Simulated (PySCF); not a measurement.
# How methods differ on the ionisation energy of Te²⁹⁺

Te²⁹⁺ [Ar] 3d5 [3d3/2^4 3d5/2^1, M_J = 5/2] → Te³⁰⁺ [Ar] 3d4 [3d3/2^4, M_J = 0], as a difference of total energies. All numbers are calculated (PySCF 2.14, the two-component X2C-1e Hamiltonian, in an even-tempered Gaussian basis (16 s from 4.6 bohr⁻², ratio 2.8; 12 p from 6 bohr⁻², ratio 2.8; 8 d from 6 bohr⁻², ratio 2.8; 3 f from 21 bohr⁻², ratio 3)). Correlated levels: [Ne] frozen; the 74 highest virtual spinors dropped. "Screened" scales the spin-orbit matrix elements by Boettger's factors to mimic the two-electron term; Breit and QED terms are absent.

| method | ionisation energy (eV) |
| --- | --- |
| GHF (spin-free) | 1721.2 |
| GMP2 (spin-free) | 1721.4 |
| GHF (screened spin-orbit) | 1710.9 |
| GMP2 (screened spin-orbit) | 1709.9 |

Breit and QED terms and the two-electron picture change are absent.

The spin-free rows relax to the high-spin LS determinant and lack the spin-orbit shift.

The labels give the starting determinants; with spin-orbit coupling the two ends relaxed to ⟨J²⟩ = 8.76, ⟨L²⟩ = 0.81, ⟨S²⟩ = 7.21 and ⟨J²⟩ = 0.16, ⟨L²⟩ = 2.65, ⟨S²⟩ = 2.65.

For comparison: 1707 ± 4 eV (theoretical estimate listed by NIST; NIST Atomic Spectra Database, ionization energies).
